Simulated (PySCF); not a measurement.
Dipole response of Ni(2+) (nickel, charge +2)

[Ar] 3d8, high-spin 3F determinant. Computed with PySCF 2.14 in aug-cc-pVTZ (8s7p5d3f2g, 93 functions), with no relativity, point nucleus. Coupled (time-dependent) response in atomic units; α is the mean over directions.

```
method  mean α (bohr³)  C₆ (like pair)  S(−4)
revPBE           3.289           9.226  6.062
  MN15           3.156           8.901  4.918
```

S(−4) is the Cauchy moment in α(ω) = α(0) + S(−4) ω² + …

α(iu) at MN15:

| u (hartree) | α(iu) (bohr³) |
| --- | --- |
| 0 | 3.156 |
| 0.0500 | 3.144 |
| 0.100 | 3.109 |
| 0.200 | 2.980 |
| 0.300 | 2.803 |
| 0.500 | 2.423 |
| 0.750 | 2.021 |
| 1.00 | 1.714 |
| 1.50 | 1.282 |
| 2.00 | 0.9919 |
| 3.00 | 0.6424 |
| 5.00 | 0.3333 |

For an ion, C₆ is the dispersion term alone; charge-induced terms of lower order in 1/R come first.
